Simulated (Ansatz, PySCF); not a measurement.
C2H9NSi, SMILES C[SiH](C)N. Atoms are numbered in the order given.

```xyz
13

Si    -0.0552     0.1100     0.3353
C     -1.1954     1.0035    -0.8795
C      1.7268     0.3160    -0.2327
N     -0.3612    -1.5967     0.5202
H     -0.2590     0.7172     1.6866
H     -1.0832     0.5994    -1.8999
H     -2.2537     0.8945    -0.5900
H     -0.9674     2.0824    -0.9180
H      2.4252    -0.1538     0.4772
H      1.8794    -0.1523    -1.2200
H      1.9925     1.3814    -0.3281
H     -0.1528    -2.2228    -0.2529
H     -1.2079    -1.9008     0.9925
```

Geometry: B3LYP-D3(BJ)/def2-SVP. Other conformers were not sampled.

Two levels are set side by side: PBE-D3(BJ)/def2-SVP (Ansatz, an electronic-structure program) and B3LYP-D3(BJ)/def2-SVP (Ansatz). Each level has its own optimised geometry; the coordinates shown are those of the second. Frequencies come from the Hessian of PySCF at each geometry. Differences are taken from unrounded values.

```csv
quantity,B3LYP-D3(BJ),PBE-D3(BJ),PBE-D3(BJ) minus B3LYP-D3(BJ)
mean bond length (Å),1.305,1.313,0.008
bond Si1–C2 (Å),1.891,1.897,0.007
bond Si1–C3 (Å),1.882,1.887,0.005
bond Si1–N4 (Å),1.744,1.756,0.012
bond Si1–H5 (Å),1.495,1.509,0.013
bond C2–H6 (Å),1.103,1.110,0.007
bond C2–H7 (Å),1.103,1.110,0.007
bond C2–H8 (Å),1.103,1.111,0.007
bond C3–H9 (Å),1.101,1.108,0.007
bond C3–H10 (Å),1.103,1.110,0.007
bond C3–H11 (Å),1.102,1.109,0.007
bond N4–H12 (Å),1.016,1.025,0.008
bond N4–H13 (Å),1.016,1.024,0.008
highest harmonic wavenumber (cm⁻¹),3644,3563,-81
mean harmonic wavenumber (cm⁻¹),1426,1393,-34
zero-point energy (kcal/mol),67.29,65.71,-1.58
```

GGA bonds tend to be longer and softer than those of functionals with exact exchange. Differences between two approximate levels are no errors against the true value.
